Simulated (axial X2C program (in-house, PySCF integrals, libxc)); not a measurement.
**Low determinants of CoF⁺ at the PBE0 level, 2c**

Calculated with an in-house all-electron X2C program for linear molecules (integrals from PySCF). Two-component (2c) means X2C with spin–orbit coupling and atomic mean-field two-electron Coulomb and Gaunt terms. Basis: Co dyall-cv3z [9s10p6d3f2g], F dyall-av3z [7s6p3d2f] (cores contracted in-house); Gaussian nuclei, density fitting, unrestricted open shells. Masses: Co 58.933 u, F 18.998 u.

Search at 1.689 Å (vertical energies from the lowest determinant):

```tsv
ΔE (eV)	state	electrons beyond evenly filled partner blocks	electrons in ±ω = 1/2, 3/2, 5/2, 7/2
0.00	Ω = 9/2	ω = 1/2, ω = 3/2, ω = 5/2	25 9 1 0
0.18	Ω = 7/2	ω = -1/2, ω = 3/2, ω = 5/2	25 9 1 0
0.19	Ω = 3/2	ω = 3/2	24 9 2 0
0.25	Ω = 5/2	ω = 5/2	24 10 1 0
0.31	Ω = 1/2	ω = 1/2	25 8 2 0
0.64	Ω = 3/2	ω = 1/2, ω = -3/2, ω = 5/2	25 9 1 0
1.12	Ω = 7/2	2 × ω = 1/2, ω = 5/2	24 10 1 0
```

Lowest determinant, Ω = 9/2 (⟨Sz⟩ = 1.50, ⟨Lz⟩ = 3.00 at PBE0): Re = 1.688 Å, ωe = 785.4 cm⁻¹.

The determinant in row 2 of the search, Ω = 7/2 (⟨Sz⟩ = 1.50, ⟨Lz⟩ = 2.00 at PBE0), was followed along the bond at PBE0; measured from the minimum of the lowest determinant it gives:

Te = 0.181 eV (1462 cm⁻¹), Re = 1.700 Å, ωe = 759.1 cm⁻¹.

Problem. Compare the bond of the determinant in row 2 with that of the lowest one.

Solution. At PBE0 its Re is 0.012 Å longer and its force constant, which goes as ωe², is 0.93 times that of the lowest determinant. T0 ≈ Te + Δωe/2 = 1462 + (-13) = 1449 cm⁻¹.

The search compares states at one distance, so a state with another bond length can lie lower; it is not exhaustive and yields mostly the lowest determinant of each block pattern, so other components and higher states of one pattern are missing. These are energies of single determinants, not of spin-adapted states; PBE0 term energies can be off by some tenths of an eV, and the functional has no current term. The lowest determinant need not be the ground state where others lie within half an eV.
